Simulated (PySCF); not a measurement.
## Spin-rotation constants: `C1[C@@H](F)[C@@H]2C=C[C@H]1O2`, C$_{6}$H$_{7}$FO

Geometry (Å), atoms numbered from 1 in this order:
```xyz
15

F     2.3896   -0.3559   -0.6995
C     1.2866    0.1532   -0.0584
C     0.5666   -0.9231    0.7644
C    -0.8298   -0.9147    0.0780
C    -1.4594    0.4128    0.4626
C    -0.8288    1.3199   -0.2683
C     0.1766    0.5304   -1.0858
O    -0.4872   -0.7017   -1.2776
H     1.6394    1.0114    0.5202
H     0.5171   -0.6947    1.8254
H     1.0574   -1.8826    0.6113
H    -1.4247   -1.8138    0.2045
H    -2.2207    0.5319    1.2074
H    -0.9237    2.3868   -0.2860
H     0.5367    0.9481   -2.0201
```

The calculation used GIAO B3LYP/pcSseg-1 magnetisability, rotational g tensor and spin-rotation constants, non-relativistic, gas phase in PySCF 2.14.0. Geometry: GFN2-xTB.

(1) Give the nuclear spin-rotation constants along the inertial axes (H = +C I·J) beside the isotropic shieldings.

(2) How do the rotational constants and the g tensor change when H9, H10, H11, H12, H13, H14, H15 are replaced by deuterium?

Results:

(1) Rotational constants 4.0600, 2.0705, 1.8954 GHz. A star marks the isotopologue with that one atom substituted, in its own axes.
| atom | isotope | Caa (kHz) | Cbb (kHz) | Ccc (kHz) | mean (kHz) | σ (ppm) |
| --- | --- | --- | --- | --- | --- | --- |
| F1 | 19F | 2.599 | 1.022 | 0.828 | 1.483 | 381.0 |
| H9 | 1H | -0.423 | -0.149 | 0.078 | -0.165 | 26.9 |
| H10 | 1H | -0.448 | -0.181 | 0.006 | -0.208 | 30.2 |
| H11 | 1H | -0.248 | -0.083 | -0.172 | -0.168 | 30.0 |
| H12 | 1H | -0.329 | 0.022 | -0.128 | -0.145 | 26.9 |
| H13 | 1H | 0.189 | -0.187 | -0.131 | -0.043 | 25.3 |
| H14 | 1H | -0.372 | 0.096 | -0.135 | -0.137 | 25.4 |
| H15 | 1H | -0.321 | 0.017 | -0.127 | -0.144 | 26.9 |
| C2 | 13C* | 0.895 | 0.608 | 0.557 | 0.687 | 83.9 |
| C3 | 13C* | 0.659 | 0.402 | 0.338 | 0.466 | 144.7 |
| C4 | 13C* | 1.045 | 0.495 | 0.451 | 0.664 | 100.0 |
| C5 | 13C* | 1.764 | 0.676 | 0.544 | 0.995 | 31.8 |
| C6 | 13C* | 1.367 | 0.827 | 0.516 | 0.904 | 40.2 |
| C7 | 13C* | 1.042 | 0.547 | 0.470 | 0.686 | 92.9 |
| O8 | 17O* | -0.691 | -0.315 | -0.309 | -0.438 | 199.5 |

For the geometry as given, no vibrational averaging.

(2) Constants 3.3627, 1.8995, 1.6950 GHz; g -0.0162, -0.0267, -0.0085, against -0.0193, -0.0289, -0.0095 before.
